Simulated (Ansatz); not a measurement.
Gas-phase electronic energies from Ansatz, PBE0-D4/def2-TZVP geometries. CCSD(T)/CBS adds triple-zeta CCSD(T) − MP2 to the extrapolated MP2 energy (def2 sets, frozen cores). This one scheme is used for every species. DFT in def2-TZVPP. def2 core potentials past Kr. For Sn outer-core shells are correlated without core-valence functions, which leaves a few kJ/mol of doubt a bond. Each species was taken in one conformer, which may not be the lowest.

`F[CH2][SnH2][F]` + BH₃ → `[BH2][SnH2][CH2]F` + H–F  (formal exchange of groups at the Sn–F bond)

(1) Is it downhill or uphill in electronic energy at CCSD(T)/CBS, and by how much? (Best estimate.)

(2) What do these levels give: PBE-D4, ωB97M-V, B2PLYP, PBE, PBE0, HF/def2-TZVPP, CCSD/def2-TZVPP, CCSD(T)/def2-TZVPP, HF/def2-QZVPP, SCS-MP2/def2-QZVPP, HF/CBS(def2), MP2/CBS(def2)? (Estimate.)

Largest T1 diagnostic among the species: 0.013.

Answers

(1) Computed: Uphill: ΔE = +14.5 kcal/mol.

(2) Computed: PBE-D4 13.9, ωB97M-V 16.4, B2PLYP 17.4, PBE 14.6, PBE0 14.0, HF/def2-TZVPP 21.0, CCSD/def2-TZVPP 14.0, CCSD(T)/def2-TZVPP 13.5, HF/def2-QZVPP 21.9, SCS-MP2/def2-QZVPP 16.7, HF/CBS(def2) 22.0, MP2/CBS(def2) 14.5 kcal/mol.

The D4 term adds −1.1 kcal/mol with B3LYP and −0.6 kcal/mol with PBE0; it sums over pairs of atoms, weighted by their polarisabilities, and B3LYP, whose exchange is more repulsive, gets the larger term. In def2-TZVPP, CCSD(T) changes the Hartree–Fock value by −7.5 kcal/mol (the triples alone add −0.4 kcal/mol) and MP2 by −7.4 kcal/mol.

B3LYP here is the variant with VWN-RPA as its local correlation; programs differ in this.
